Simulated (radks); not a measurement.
Q: The mean radii <r> (bohr) of the occupied orbitals of an atom or ion are listed with their occupations. Calculated with a radial shooting solver on a logarithmic mesh with Libxc functionals: Dirac Kohn-Sham, LB94 model potential, spin-unpolarised, spherical densities, finite nucleus; Fermi nuclear charge, rms radius of each element as measured or else 0.836 A^(1/3) + 0.57 fm.

| orbital | occ. | <r> |
|---|---|---|
| 1s1/2 | 2 | 0.03508 |
| 2s1/2 | 2 | 0.1505 |
| 2p1/2 | 2 | 0.1279 |
| 2p3/2 | 4 | 0.1323 |
| 3s1/2 | 1 | 0.3638 |

Name the element and its charge. Open shells, if any, fill j = l - 1/2 first.

A: Z = 42, molybdenum, charge +31: Mo31+ in [Ne] 3s1. The 1s radius gives Z: for a bare nucleus <r> = (2 gamma + 1)/(2Z) with gamma = sqrt(1 - (Z/c)^2), 0.03457 bohr for Z = 42, and screening makes it slightly larger (0.03508 here). The occupations add up to 11, and the charge is Z minus that.
